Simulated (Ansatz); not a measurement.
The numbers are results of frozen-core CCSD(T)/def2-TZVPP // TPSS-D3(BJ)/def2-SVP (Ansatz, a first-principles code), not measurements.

Ansatz 0.2 input:
```yaml
crystal:
  periodic: [false, false, false]
  atoms:
    - { symbol: Zn, position_ang: [-0.012597, -0.011135, -0.00109] }
    - { symbol: O, position_ang: [0.863188, 0.867188, -1.274638] }
    - { symbol: H, position_ang: [1.191658, 1.733695, -0.974983] }
    - { symbol: O, position_ang: [-0.920598, -1.105903, 1.065775] }
    - { symbol: H, position_ang: [-1.06315, -0.729904, 1.952824] }
basis:
  gaussian: { orbitals: def2-TZVPP }
correlation:
  method: ccsd_t
```

Output:

```
Functional definition: HF
1015 factors; integrals over basis functions are off by at most 9.5e-4 eV
mean field evaluation 1: about -52479.7315 eV, gradient 5.4e1 eV
mean field evaluation 2: about -52479.9775 eV, gradient 5.4e1 eV
mean field evaluation 4: about -52484.9507 eV, gradient 4.5e0 eV
mean field evaluation 8: about -52484.9979 eV, gradient 6.0e-1 eV
mean field evaluation 16: about -52479.7304 eV, gradient 5.4e1 eV
mean field -52484.99890834 eV, -1928.7881342716 hartree, gradient 2.2e-6 eV, S^2 0.000000; 0 other end points of the search recorded, 0 dependent functions left out
7 core orbitals not correlated
reference -52484.99890834 eV, -1928.7881342716 hartree; 17, 17 occupied and 130, 130 virtual orbitals, 1015 factors
second order -36.30547412 eV of doubles, -0.00000000 eV of singles
cycle   1  -32.55395949 eV  change     3.8e0 eV  update   1.7e-1
cycle   2  -33.84634105 eV  change    -1.3e0 eV  update   7.7e-2
cycle   3  -34.08040368 eV  change   -2.3e-1 eV  update   2.7e-2
cycle   4  -34.04808651 eV  change    3.2e-2 eV  update   1.2e-2
cycle   5  -34.01891684 eV  change    2.9e-2 eV  update   4.1e-3
cycle   6  -34.02271695 eV  change   -3.8e-3 eV  update   1.7e-3
cycle   7  -34.02318991 eV  change   -4.7e-4 eV  update   6.8e-4
cycle   8  -34.02211784 eV  change    1.1e-3 eV  update   2.4e-4
cycle   9  -34.02239157 eV  change   -2.7e-4 eV  update   7.4e-5
cycle  10  -34.02247046 eV  change   -7.9e-5 eV  update   3.1e-5
cycle  11  -34.02240209 eV  change    6.8e-5 eV  update   1.2e-5
cycle  12  -34.02239734 eV  change    4.8e-6 eV  update   5.3e-6
perturbative correction -0.96105068 eV, -0.0353179612 hartree
Total energy: -52519.98235637 eV, -1930.0737522738 hartree
```

Cost: about 60 core-seconds (a rough figure).
